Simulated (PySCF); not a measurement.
`C=C(F)[Se][C@H]1C[C@@H]1C`, C6H9FSe

Cartesian coordinates in Å; atom numbers follow the order of the lines, from 1:
```xyz
17

C     2.9774    1.5576    0.9236
C     1.7839    1.3581    0.3922
F     0.6599    1.6829    1.0492
Se    1.4438    0.6348   -1.3455
C    -0.4122    0.1368   -1.0555
C    -0.8795   -1.2136   -1.5128
C    -0.7429   -0.9260   -0.0512
C    -1.9623   -0.7623    0.8178
H     3.8617    1.2813    0.3800
H     3.0898    2.0018    1.8969
H    -1.0872    0.9774   -1.1636
H    -0.1600   -1.8751   -1.9740
H    -1.8704   -1.2816   -1.9373
H     0.0952   -1.3930    0.4554
H    -2.7815   -0.3249    0.2518
H    -2.2833   -1.7292    1.2012
H    -1.7396   -0.1129    1.6621
```

Method: TDDFT BHandHLYP/def2-SVPD circular dichroism and optical rotation, one conformer, gas phase in PySCF. Geometry: GFN2-xTB.

The molecule is flexible and this is one conformer; a measurement averages over conformers. The calculation is non-relativistic, which matters for the atoms heavier than Zn. States above about 7.2 eV (minus the energy of the highest occupied orbital) lie near or above the ionisation threshold and depend on the basis.

(1) Draw the ECD and absorption spectra from the lowest 16 states, each a Gaussian of half-width 0.3 eV at 1/e height.

Answers

(1) 
```csv
E (eV),λ (nm),Δε (L mol⁻¹ cm⁻¹),ε (L mol⁻¹ cm⁻¹)
4.26,291,-0.26,25.2
4.36,285,-0.69,68.6
4.46,278,-1.51,149
4.56,272,-2.64,260
4.66,266,-3.68,363
4.76,261,-4.11,406
4.86,255,-3.68,363
4.96,250,-2.64,261
5.06,245,-1.51,151
5.16,241,-0.68,79.7
5.26,236,-0.20,81.7
5.36,232,+0.14,238
5.46,227,+0.66,759
5.56,223,+1.74,2010
5.66,219,+3.53,4290
5.76,215,+5.53,7430
5.86,212,+6.34,10400
5.96,208,+4.35,11800
6.06,205,-0.71,11000
6.16,201,-6.86,8360
6.26,198,-10.90,5310
6.36,195,-10.77,2960
6.46,192,-6.92,1730
6.56,189,-1.64,1490
6.66,186,+2.53,1910
6.76,184,+3.85,2690
6.86,181,+1.85,3670
6.96,178,-2.67,4870
7.06,176,-8.29,6470
7.16,173,-13.80,8530
7.26,171,-18.34,10600
7.36,169,-21.06,12000
7.46,166,-21.06,12000
7.56,164,-18.01,10700
7.66,162,-12.41,9040
7.76,160,-5.16,7890
7.86,158,+2.90,7780
7.96,156,+10.12,8400
8.06,154,+13.58,8860
```
Δε uses R in velocity form, ε uses f in length form. Only the states computed contribute, so the short-wavelength end is incomplete.
